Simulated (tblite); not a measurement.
C2H4BF2Si (doublet state).
Numbering: `[BH2:1][Si:2]1[CH2:3][C:4]1([F:5])[F:6]` (hydrogens: H7, H8 on B1; H9, H10 on C3)

Computed with GFN2-xTB (tblite), gas phase: L-BFGS steps from a force-field or distance-geometry start until the largest atomic force falls under 0.01 eV/Å.

Step 53: E = -507.2620 eV
```
atom  x, y, z in Å  |  force x, y, z in eV/Å
B1      2.4029   -0.2698   -0.3176    0.045  -0.017   0.005
Si2     0.5485   -0.0766   -0.1742   -0.007   0.020  -0.023
C3     -1.2902    0.1270   -0.6583    0.036   0.036   0.050
C4     -1.0506    0.1365    0.8673   -0.015  -0.025  -0.063
F5     -1.6350   -0.8920    1.5513   -0.021   0.029   0.035
F6     -1.4006    1.2890    1.5175    0.015  -0.099  -0.056
H7      2.9259   -0.1888   -1.3637   -0.046  -0.015  -0.009
H8      3.0617   -0.4856    0.6280   -0.045   0.030   0.011
H9     -1.8914   -0.7020   -1.0212    0.048   0.032   0.054
H10    -1.6625    1.0670   -1.0516   -0.010   0.009  -0.003
```

Step 54: E = -507.2631 eV
```
atom  x, y, z in Å  |  force x, y, z in eV/Å
B1      2.4021   -0.2711   -0.3161    0.035  -0.009  -0.016
Si2     0.5472   -0.0728   -0.1808    0.017   0.015  -0.004
C3     -1.2923    0.1318   -0.6571    0.000   0.047  -0.038
C4     -1.0500    0.1335    0.8653    0.017   0.000  -0.011
F5     -1.6298   -0.8995    1.5453   -0.033   0.029   0.045
F6     -1.3963    1.2833    1.5242    0.006  -0.122  -0.068
H7      2.9260   -0.2170   -1.3635   -0.046  -0.012  -0.010
H8      3.0617   -0.4592    0.6341   -0.046   0.023   0.024
H9     -1.8919   -0.6964   -1.0256    0.048   0.032   0.065
H10    -1.6679    1.0721   -1.0483    0.003  -0.003   0.013
```

Question: Estimate the geometry and energy of step 55. (The exact step hangs on the optimiser's Hessian estimate; all steps are aligned on step 54, rigid shifts and turns removed.)

Answer: E = -507.2645 eV, largest force 0.133 eV/Å
```
atom  x, y, z in Å  |  force x, y, z in eV/Å
B1      2.4014   -0.2730   -0.3155    0.026   0.000  -0.032
Si2     0.5464   -0.0665   -0.1894    0.042   0.004   0.017
C3     -1.2940    0.1383   -0.6561   -0.035   0.049  -0.119
C4     -1.0483    0.1294    0.8627    0.047   0.019   0.047
F5     -1.6240   -0.9082    1.5389   -0.039   0.020   0.042
F6     -1.3922    1.2743    1.5314   -0.002  -0.112  -0.067
H7      2.9265   -0.2522   -1.3637   -0.044  -0.009  -0.003
H8      3.0586   -0.4267    0.6421   -0.042   0.015   0.025
H9     -1.8910   -0.6893   -1.0291    0.039   0.018   0.061
H10    -1.6745    1.0786   -1.0438    0.010  -0.005   0.028
```

The energy changes by -0.0014 eV. The first-order estimate −F·Δx gives -0.0019 eV and the mean of the old and new forces, exact on a quadratic surface, -0.0014 eV. The step makes an angle of 81° with the force vector and moves no atom by more than 0.035 Å.

The cost below is that of the whole relaxation. Hardware: one thread of an Arm Neoverse V1, no GPU, on a shared host. Cost: 0.34 s wall.
